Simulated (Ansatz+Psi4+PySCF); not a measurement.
## quartet CoO: levels of theory in one basis

```xyz
2

Co    0.0000    0.0000    0.0000
O     0.0000    0.0000    1.6290
```

Basis set: cc-pVTZ (spherical functions). Frozen core: 10 orbitals. Correlation on ROHF uses semicanonical orbitals with singles. Charge 0, multiplicity 4.

Computed with Ansatz (development build ahead of 0.2.0) and Psi4 1.11; each method stands on the lowest determinant of its kind that the runs found.

```json
{"method": "ROHF", "E − E(ROHF) (eV)": "0.00", "<S²> of the determinant": "3.75"}
{"method": "UHF", "E − E(ROHF) (eV)": "-1.80", "<S²> of the determinant": "4.75"}
{"method": "UHF-MP2", "E − E(ROHF) (eV)": "-13.83", "<S²> of the determinant": "4.75"}
{"method": "ROHF-CCSD", "E − E(ROHF) (eV)": "-15.36", "<S²> of the determinant": "–"}
{"method": "UHF-CCSD", "E − E(ROHF) (eV)": "-14.28", "<S²> of the determinant": "4.75"}
{"method": "ROHF-CCSD(T)", "E − E(ROHF) (eV)": "-16.44", "<S²> of the determinant": "–"}
{"method": "UHF-CCSD(T)", "E − E(ROHF) (eV)": "-14.82", "<S²> of the determinant": "4.75"}
```

(1) What does ROHF-MP2 give on the same scale?

Answers

(1) -15.49 eV.

Caution: another spin multiplicity may lie lower. Caution for ROHF, ROHF-MP2, ROHF-CCSD, ROHF-CCSD(T): an unrestricted determinant lies well below. Caution for UHF, UHF-MP2, UHF-CCSD, UHF-CCSD(T): the unrestricted determinant is a mixture of spin states; the determinant breaks the point group. Caution for ROHF-MP2, UHF-MP2, ROHF-CCSD, UHF-CCSD, ROHF-CCSD(T), UHF-CCSD(T): large amplitudes, a single reference is doubtful. Caution for ROHF-CCSD, ROHF-CCSD(T): the program doubts this total. Caution for UHF-CCSD(T): another reference gives a lower total.
